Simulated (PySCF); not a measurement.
Isomers of C8H10OSi, from PySCF 2.14.0, PBE0-D3(BJ)/def2-SVP geometry optimisation, gas phase. One conformer each, no zero-point energy, no frequencies.

Question: Which is lowest in electronic energy at this level?
A. `[CH3:1][c:2]1[cH:3][cH:4][cH:5][cH:6][c:7]1[C:8](=[O:9])[SiH3:10]` with C6–C7–C8–O9 177°: A = 1855, B = 877.8, C = 602.3 MHz, dipole 2.59 D
B. `[CH3:1][c:2]1[cH:3][cH:4][c:5]([SiH3:6])[cH:7][c:8]1[CH:9]=[O:10]` with C7–C8–C9–O10 180°: A = 2332, B = 682.1, C = 532.7 MHz, dipole 2.12 D
C. `[CH:1]1=[CH:2][C@H:3]([c:4]2[cH:5][cH:6][cH:7][o:8]2)[SiH2:9][CH2:10]1` with C2–C3–C4–C5 -22°: A = 2631, B = 756.1, C = 673.3 MHz, dipole 0.96 D

Answer: B. That is `Cc1ccc([SiH3])cc1C=O`, 5.3 kcal/mol below the next.

```csv
SMILES,mapped SMILES,E (Eh),relative (kcal/mol),relative (kJ/mol),dipole (D)
Cc1ccc([SiH3])cc1C=O,[CH3:1][c:2]1[cH:3][cH:4][c:5]([SiH3:6])[cH:7][c:8]1[CH:9]=[O:10],-674.65705,0.0,0.0,2.12
Cc1ccccc1C(=O)[SiH3],[CH3:1][c:2]1[cH:3][cH:4][cH:5][cH:6][c:7]1[C:8](=[O:9])[SiH3:10],-674.64852,5.3,22.4,2.59
C1=C[C@H](c2ccco2)[SiH2]C1,[CH:1]1=[CH:2][C@H:3]([c:4]2[cH:5][cH:6][cH:7][o:8]2)[SiH2:9][CH2:10]1,-674.62953,17.3,72.2,0.96
```

As drawn, the lowest has a C=O bond, which the highest lacks; the highest has a C=C bond outside aromatic rings, which the lowest lacks.
